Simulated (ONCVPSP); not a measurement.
# Br (Z = 35): one change to an ONCV potential, before and after

- Element: Br (Z = 35)
- Generator: ONCVPSP 4.0.1
- Type: optimised norm-conserving Vanderbilt (ONCV)
- Functional: PBEsol
- Relativity: scalar-relativistic
- Frozen core: [Ar]
- Valence charge: 17
- Reference configuration: 3d10 4s2 4p5
- Partial waves: 4s: rc 1.55 bohr, ncon 3, nbas 6, qcut 4.5 1/bohr, 3 projectors, debl 0.5 Ha; 4p: rc 1.20 bohr, ncon 3, nbas 7, qcut 6.7 1/bohr, 2 projectors, debl 2.8 Ha; 3d: rc 1.05 bohr, ncon 4, nbas 8, qcut 16.1 1/bohr, local
- Local potential: the d channel
- Core correction: none

In the s channel the program set the typed energies aside and used -0.740, 0.250, 0.750 Ha.

Change: s: qcut 5; p: qcut 7.4; d: qcut 17.7.

Cutoffs: the cutoffs (Ha) at which the residual kinetic energy of the hardest occupied pseudo-wave falls to 1 and 0.1 mHa per electron; they do not see the model core or the augmentation charge, which bear on the density cutoff. Errors are all-electron minus pseudo energies relative to the spin-unpolarised reference configuration.

Predict the effect on cutoff, ghosts and configuration errors.

The potential gets harder (103 Ha and 120 Ha → 114 Ha and 127 Ha); both files keep a bound ghost (p, s); the errors of the 4 common tests hardly move.

| quantity | base | changed |
| --- | --- | --- |
| cutoff, loose | 103 Ha | 114 Ha |
| cutoff, tight | 120 Ha | 127 Ha |
| loose cutoff by channel | s 17 Ha, p 23 Ha, d 103 Ha | s 12 Ha, p 24 Ha, d 114 Ha |
| bound ghosts | s, p | s, p |
| GHOST(+) flags under 300 eV | none | none |
| error for 3d10 4s2 4p4, meV [ΔE 12.55 eV] | -6.5 | -6.0 |
| error for 3d10 4s2 4p3, meV [ΔE 35.33 eV] | -17 | -16 |
| error for 3d10 4s2 4p2, meV [ΔE 69.33 eV] | -28 | -27 |
| error for 3d9 4s2 4p5, meV [ΔE 78.44 eV] | -620 | -702 |
| s: phases at 1.58 bohr within 0.05 rad from the reference energy up to (Ha; the scan ends near 5) | to the end of the scan | to the end of the scan |
| p: phases at 1.22 bohr within 0.05 rad from the reference energy up to (Ha; the scan ends near 5) | to the end of the scan | to the end of the scan |
| d: phases at 1.07 bohr within 0.05 rad from the reference energy up to (Ha; the scan ends near 5) | -0.7 | -0.4 |

 A true bound ghost makes a file unfit for plane-wave use even where its test errors are small: the radial tests pick states by their node count and pass the ghost by.
